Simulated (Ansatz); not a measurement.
A nudged elastic band was laid between two geometries of CH₃Cl₃Si (8 atoms, charge 0, multiplicity 1).

The calculation used RKS r2SCAN/def2-SVP in Ansatz 0.2.0.

```json
{
  "movable images": "9",
  "climbing image": "yes",
  "spring": "5.0 eV/Å²",
  "optimiser": "quadratic models (default)",
  "start path": "through a guess of the saddle point",
  "force threshold": "0.05 eV/Å",
  "iteration limit": "38",
  "end points": "relaxed"
}
```

Initial state:

```xyz
8
Properties=species:S:1:pos:R:3
Si 0.085 0.334 0.717
Cl 1.770 -0.388 1.656
C -0.114 -0.442 -0.948
H 0.827 -0.374 -1.514
Cl 0.267 2.378 0.543
Cl -1.545 -0.075 1.908
H -0.387 -1.503 -0.845
H -0.904 0.071 -1.518
```

Final state:

```xyz
8
Properties=species:S:1:pos:R:3
Si -0.755 0.620 0.435
Cl 2.516 -0.762 0.632
C -0.492 -0.354 -0.937
H 1.399 -0.701 -0.075
Cl -0.187 2.564 0.578
Cl -1.471 -0.074 2.204
H -0.863 -1.383 -0.964
H -0.146 0.089 -1.875
```

Problem. Which bonds break or form, and what moves?

Solution. Bonds broken: Si1–Cl2, C3–H4. Bonds formed: Cl2–H4. CH3Cl3Si becomes CH2Cl2Si + ClH.

Problem. What energy profile does the band end with?

Solution. The forces met the threshold. The highest image is number 8 of 0 to 10, 3.62 eV above the first end and 0.07 eV above the last; the last end lies 3.55 eV above the first. Neighbouring images differ by up to 1.5 eV, so the band resolves the path poorly. A vibrational analysis at the climbing image gives one clearly imaginary mode, 336i cm⁻¹: a first-order saddle point. The orbitals stay closed-shell, which can raise the energy where a bond breaks towards radicals; this wasn't checked here.

```tsv
image	path coordinate (Å)	energy (eV)	Si1–Cl2 (Å)	C3–H4 (Å)	Cl2–H4 (Å)
0	0.00	0.00	2.06	1.10	3.31
1	0.38	0.02	2.06	1.10	3.21
2	0.76	0.05	2.06	1.10	3.14
3	1.14	0.07	2.06	1.10	3.08
4	1.52	0.14	2.07	1.10	2.74
5	1.89	0.50	2.12	1.10	2.32
6	2.27	1.47	2.34	1.15	1.97
7	2.65	3.01	2.67	1.36	1.71
8	3.03	3.62	2.94	1.73	1.43
9	3.38	3.56	3.28	2.03	1.34
10	3.73	3.55	3.56	2.11	1.32
```

Problem. What is the geometry of the highest image?

Solution. 
```xyz
8
Properties=species:S:1:pos:R:3
Si -0.551 0.540 0.465
Cl 2.165 -0.531 0.800
C -0.390 -0.400 -0.965
H 1.139 -0.647 -0.187
Cl -0.030 2.494 0.602
Cl -1.283 -0.177 2.214
H -0.873 -1.381 -1.016
H -0.177 0.103 -1.915
```

Run time: 4.6 min on 2 threads of Arm Neoverse V2 (shared host), peak memory 0.17 GiB.
